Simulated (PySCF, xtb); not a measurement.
Al(Me)2(NH3) (C2H9AlN), SMILES [CH3][Al+]([CH3])<-[NH3] (connectivity only; charge and spin as stated), charge +1, multiplicity 1.

GFN2-xTB (xtb 6.7.1) at its own geometry gives an orbital gap of 4.07 eV.

Geometry: r2SCAN-D4/def2-SVP. The multiplicity is an assumed one; no other spin state was optimised. The isomer is the one that the SMILES or the coordinates give; other isomers of the formula were not compared.

**Question.** What does PBE/def2-TZVP in PySCF give? (The exact figures need the calculation; the answer reports its results.)

**Answer.** gap 5.22 eV (levels -11.45 and -6.23 eV).
